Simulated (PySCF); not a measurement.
Isomers of C9H10NP, mass 163.055 u with the commonest isotopes. Computed with PBE0/pcSseg-1 in PySCF (dipole) on a GFN2-xTB geometry, gas phase. One conformer each, none proved a minimum here; rigid rotors.

Question: Order these by rotational constant A, largest first.
A. `[CH:1]1=[CH:2][P:3]([c:4]2[cH:5][cH:6][n:7][cH:8][cH:9]2)[CH2:10][CH2:11]1` with C2–P3–C4–C5 -29°, C1–C2–P3–C4 -87°, C2–P3–C10–C11 -20°, P3–C10–C11–C1 23°, C2–C1–C11–C10 -17°
B. `[CH:1]#[C:2][CH2:3][n:4]1[cH:5][p:6][c:7]([CH:8]=[CH2:9])[c:10]1[CH3:11]` with C2–C3–N4–C5 100°, P6–C7–C8–C9 145°
C. `C(c1cccpc1N(C)C)#C`
D. `[CH:1]#[C:2][c:3]1[cH:4][p:5][cH:6][n:7]1[CH:8]1[CH2:9][CH2:10][CH2:11]1` with C6–N7–C8–C9 129°, N7–C8–C9–C10 -136°, C8–C9–C10–C11 15°, C9–C10–C11–C8 -15°, N7–C8–C11–C10 135°
E. `Cc1pc2ccccc2n1C`

Answer: A (2053 MHz), E (1828 MHz), B (1563 MHz), D (1438 MHz), C (1258 MHz).

Question: Order these by out-of-plane moment Σ m c² = (Ia + Ib − Ic)/2, smallest first.
A. `Cc1pc2ccccc2n1C`
B. `p1cccc(C#C)c1N(C)C`
C. `[CH:1]1=[CH:2][P:3]([c:4]2[cH:5][cH:6][n:7][cH:8][cH:9]2)[CH2:10][CH2:11]1` with C2–P3–C4–C5 -29°, C1–C2–P3–C4 -87°, C2–P3–C10–C11 -20°, P3–C10–C11–C1 23°, C2–C1–C11–C10 -17°
D. `[CH:1]#[C:2][c:3]1[cH:4][p:5][cH:6][n:7]1[CH:8]1[CH2:9][CH2:10][CH2:11]1` with C6–N7–C8–C9 129°, N7–C8–C9–C10 -136°, C8–C9–C10–C11 15°, C9–C10–C11–C8 -15°, N7–C8–C11–C10 135°
E. `[CH:1]#[C:2][CH2:3][n:4]1[cH:5][p:6][c:7]([CH:8]=[CH2:9])[c:10]1[CH3:11]` with C2–C3–N4–C5 100°, P6–C7–C8–C9 145°

Answer: A (3.17 u·Å²), B (18.32 u·Å²), D (19.24 u·Å²), E (50.76 u·Å²), C (93.24 u·Å²).

Question: Order these by dipole moment, largest first.
A. `[CH:1]1=[CH:2][P:3]([c:4]2[cH:5][cH:6][n:7][cH:8][cH:9]2)[CH2:10][CH2:11]1` with C2–P3–C4–C5 -29°, C1–C2–P3–C4 -87°, C2–P3–C10–C11 -20°, P3–C10–C11–C1 23°, C2–C1–C11–C10 -17°
B. `[CH:1]#[C:2][CH2:3][n:4]1[cH:5][p:6][c:7]([CH:8]=[CH2:9])[c:10]1[CH3:11]` with C2–C3–N4–C5 100°, P6–C7–C8–C9 145°
C. `CN(C)c1c(C#C)cccp1`

Answer: B (3.80 D), A (2.91 D), C (1.56 D).

| SMILES | point group | Ia (u·Å²) | Ib (u·Å²) | Ic (u·Å²) | κ | μa (D) | μb (D) | μc (D) |
| --- | --- | --- | --- | --- | --- | --- | --- | --- |
| C#Cc1cccpc1N(C)C | C1 | 401.88 | 492.67 | 857.91 | 0.31 | 1.49 | 0.05 | 0.47 |
| C1=CP(c2ccncc2)CC1 | C1 | 246.14 | 739.82 | 799.48 | -0.93 | 2.70 | 0.09 | 1.07 |
| C#CCn1cpc(C=C)c1C | C1 | 323.39 | 703.98 | 925.86 | -0.66 | 3.17 | 1.82 | 1.05 |
| Cc1pc2ccccc2n1C | Cs | 276.42 | 583.21 | 853.29 | -0.56 | 1.38 | 3.52 | 0.00 |
| C#Cc1cpcn1C1CCC1 | C1 | 351.51 | 607.52 | 920.55 | -0.36 | 3.76 | 0.10 | 0.41 |
